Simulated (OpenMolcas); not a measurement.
## OpenMolcas run: Sb-

Input:

```
&GATEWAY
Coord
1

Sb 0.0 0.0 0.0
Basis=ANO-RCC-VQZP
Group=XYZ
NoMove
AngMom=0.0 0.0 0.0
AMFI
&SEWARD
* reference wave functions (RASSCF and RASSI steps not shown): 4 electrons in 3 orbitals (5p)
>>> COPY JOB001 $Project.JobIph
&CASPT2
Multistate=3 1 2 3
Frozen=9 9
IPEA=0.25
Imaginary=0.1
MaxIter=60
WThr=0.0 0.3 0.05
PrWF=0.5
NoMix
>>> COPY JOB002 $Project.JobIph
&CASPT2
Multistate=6 1 2 3 4 5 6
Frozen=9 9
IPEA=0.25
Imaginary=0.1
MaxIter=60
WThr=0.0 0.3 0.05
PrWF=0.5
NoMix
```

Output, cut to the results:

```
--- CASPT2 ---
Orbital specifications:
      -----------------------

      Symmetry species                           1   2
                                                ag  au
      Frozen orbitals                            9   9
      Inactive orbitals                          6   0
      Active orbitals                            0   3
      Secondary orbitals                        36  30
      Deleted orbitals                           0   0
      Number of basis functions                 51  42
Type of calculation                        MS-CASPT2
      Fock operator                              state-specific
      IPEA shift                                 0.25
      Real shift                                 0.00
      Imaginary shift                            0.10
      The input orbitals will be transformed to quasi-canonical
Reference energy:       -6476.4917919817
      E2 (Non-variational):      -0.5656681277
      Shift correction:          -0.0006247967
      E2 (Variational):          -0.5662929243
      Total energy:           -6477.0580849060
      Residual norm:              0.0000000365
      Reference weight:           0.88607
      Contributions to the CASPT2 correlation energy
      Active & Virtual Only:         -0.0416003269
      One Inactive Excited:          -0.1089347391
      Two Inactive Excited:          -0.4151330617
Reference energy:       -6476.4917919817
      E2 (Non-variational):      -0.5656681277
      Shift correction:          -0.0006247967
      E2 (Variational):          -0.5662929243
      Total energy:           -6477.0580849060
      Residual norm:              0.0000000365
      Reference weight:           0.88607
      Contributions to the CASPT2 correlation energy
      Active & Virtual Only:         -0.0416003269
      One Inactive Excited:          -0.1089347391
      Two Inactive Excited:          -0.4151330617
::    CASPT2 Root  1     Total energy:  -6477.05808491
::    CASPT2 Root  2     Total energy:  -6477.05808491
::    CASPT2 Root  3     Total energy:  -6477.05808491
::    MS-CASPT2 Root  1     Total energy:  -6477.05808491
::    MS-CASPT2 Root  2     Total energy:  -6477.05808491
::    MS-CASPT2 Root  3     Total energy:  -6477.05808491
--- CASPT2 ---
Orbital specifications:
      -----------------------

      Symmetry species                           1   2
                                                ag  au
      Frozen orbitals                            9   9
      Inactive orbitals                          6   0
      Active orbitals                            0   3
      Secondary orbitals                        36  30
      Deleted orbitals                           0   0
      Number of basis functions                 51  42
Type of calculation                        MS-CASPT2
      Fock operator                              state-specific
      IPEA shift                                 0.25
      Real shift                                 0.00
      Imaginary shift                            0.10
      The input orbitals will be transformed to quasi-canonical
Reference energy:       -6476.4580436505
      E2 (Non-variational):      -0.5734483245
      Shift correction:          -0.0007073896
      E2 (Variational):          -0.5741557141
      Total energy:           -6477.0321993646
      Residual norm:              0.0000006568
      Reference weight:           0.87966
      Contributions to the CASPT2 correlation energy
      Active & Virtual Only:         -0.0466548589
      One Inactive Excited:          -0.1103310736
      Two Inactive Excited:          -0.4164623920
Reference energy:       -6476.4580436504
      E2 (Non-variational):      -0.5742737414
      Shift correction:          -0.0007167718
      E2 (Variational):          -0.5749905131
      Total energy:           -6477.0330341635
      Residual norm:              0.0000005982
      Reference weight:           0.87894
      Contributions to the CASPT2 correlation energy
      Active & Virtual Only:         -0.0474914733
      One Inactive Excited:          -0.1103399309
      Two Inactive Excited:          -0.4164423371
::    CASPT2 Root  1     Total energy:  -6477.03219936
::    CASPT2 Root  2     Total energy:  -6477.03303416
::    CASPT2 Root  3     Total energy:  -6477.03304020
::    CASPT2 Root  4     Total energy:  -6477.03304129
::    CASPT2 Root  5     Total energy:  -6477.03304131
::    CASPT2 Root  6     Total energy:  -6476.99226223
::    MS-CASPT2 Root  1     Total energy:  -6477.03312408
::    MS-CASPT2 Root  2     Total energy:  -6477.03304132
::    MS-CASPT2 Root  3     Total energy:  -6477.03303997
::    MS-CASPT2 Root  4     Total energy:  -6477.03295500
::    MS-CASPT2 Root  5     Total energy:  -6477.03244400
::    MS-CASPT2 Root  6     Total energy:  -6476.99201418
```

Levels above the lowest, from the spin-orbit matrix with the single-state CASPT2 energies, averaged by term, on its diagonal:

```csv
Configuration,Term,J,E (cm-1),g,Term weight %
5s2 5p4,3P,2,0.0,1.478,95
5s2 5p4,3P,1,2550,1.501,100
5s2 5p4,3P,0,2910,,95
5s2 5p4,1D,2,7330,1.024,95
```

CASPT2 breaks the degeneracy within a term, and the mean is taken; among the terms shown or strongly mixed into the levels shown the widest spread is 180 cm-1 (5s2 5p4 1D). With the s shell closed, the reference lacks s² → p² mixing. No diffuse functions were added, so excited terms of the anion can stand markedly too high. Only configurations of the active space appear. Levels above the detachment limit are left out.

The term weight is that of the spin-free term in the level, not the purity of its configuration.
